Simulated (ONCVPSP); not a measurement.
# Ga: one change to an ONCV potential, before and after

gallium, optimised norm-conserving Vanderbilt (ONCV), made with ONCVPSP 4.0.1 (Wu-Cohen, fully relativistic). Core [Ne] 3s2, reference 3p6 3d10 4s2 4p1. Waves: 4s: rc 1.60 bohr, ncon 4, nbas 7, qcut 4.3 1/bohr, 2 projectors, debl 1.4 Ha; 3p+4p: rc 1.20 bohr, ncon 4, nbas 7, qcut 14.4 1/bohr, 3 projectors, debl 2.5 Ha; 3d: rc 0.70 bohr, ncon 4, nbas 7, qcut 13.2 1/bohr, 2 projectors, debl 1 Ha. Local part: polynomial inside 0.50 bohr (lpopt 5, dvloc0 2 Ha). Core correction: polynomial model core, fcfact 0.65.

Open shells are filled in proportion to 2j + 1.

Change: d: rc 0.88.

Cutoffs: the cutoffs (Ha) at which the residual kinetic energy of the hardest occupied pseudo-wave falls to 1 and 0.1 mHa per electron; they do not see the model core or the augmentation charge, which bear on the density cutoff. Errors are all-electron minus pseudo energies relative to the spin-unpolarised reference configuration.

Predict the effect on cutoff, ghosts and configuration errors.

The potential gets softer (354 Ha and 472 Ha → 197 Ha and 237 Ha); both files keep a bound ghost (s); the errors of the 3 common tests hardly move. A larger radius leaves more room for a smooth pseudo-wave, so fewer plane waves are needed.

```tsv
quantity	base	changed
cutoff, loose	354 Ha	197 Ha
cutoff, tight	472 Ha	237 Ha
loose cutoff by channel	s 7.4 Ha, p 57 Ha, d 354 Ha	s 7.4 Ha, p 57 Ha, d 197 Ha
bound ghosts	s	s
GHOST(+) flags under 300 eV	none	none
tests with a reliable result	3 of 4	3 of 4
error for 3p6 3d10 4s2 4p0, meV [ΔE 5.68 eV]	+0.6	+0.6
error for 3p6 3d10 4s1 4p0, meV [ΔE 26.87 eV]	-7.0	-6.3
error for 3p6 3d10 4s1 4p1, meV [ΔE 13.13 eV]	-7.1	-6.7
s: phases at 1.63 bohr within 0.05 rad from the reference energy up to (Ha; the scan ends near 5)	3.5	3.5
p3/2: phases at 1.22 bohr within 0.05 rad from the reference energy up to (Ha; the scan ends near 5)	to the end of the scan	to the end of the scan
p1/2: phases at 1.22 bohr within 0.05 rad from the reference energy up to (Ha; the scan ends near 5)	to the end of the scan	to the end of the scan
rms error of d²Exc/dni dnj with the model core, mHa	4.74	4.70
```

 A true bound ghost makes a file unfit for plane-wave use even where its test errors are small: the radial tests pick states by their node count and pass the ghost by.
